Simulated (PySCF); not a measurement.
**Radial density of Sc⁺ (scandium, charge +1)**

LDA, [Ar] 3d1 4s1, high-spin 3D determinant. Calculation: PySCF 2.14, in jorge-DZP-DKH; the spin-free X2C one-electron Hamiltonian (Gaussian nucleus).

| r (bohr) | 4πr²ρ (e/bohr) | 4πr²(ρα − ρβ) |
| --- | --- | --- |
| 0.00129 | 0.1643 | 0.0001 |
| 0.00217 | 0.4176 | 0.0002 |
| 0.00365 | 1.047 | 0.0006 |
| 0.00614 | 2.543 | 0.0014 |
| 0.0103 | 5.799 | 0.0032 |
| 0.0174 | 11.83 | 0.0063 |
| 0.0292 | 20.00 | 0.0096 |
| 0.0492 | 24.81 | 0.0081 |
| 0.0827 | 20.77 | -0.0014 |
| 0.139 | 19.33 | 0.0048 |
| 0.234 | 26.23 | 0.0467 |
| 0.394 | 15.35 | 0.1144 |
| 0.662 | 7.135 | 0.4257 |
| 1.11 | 8.127 | 0.5677 |
| 1.87 | 2.135 | 0.5140 |
| 3.15 | 0.5057 | 0.4640 |
| 5.30 | 0.08223 | 0.0822 |
| 8.91 | 0.0001355 | 0.0001 |

Densities and radii are taken from the X2C orbitals without a picture-change correction, which distorts them close to the nucleus.
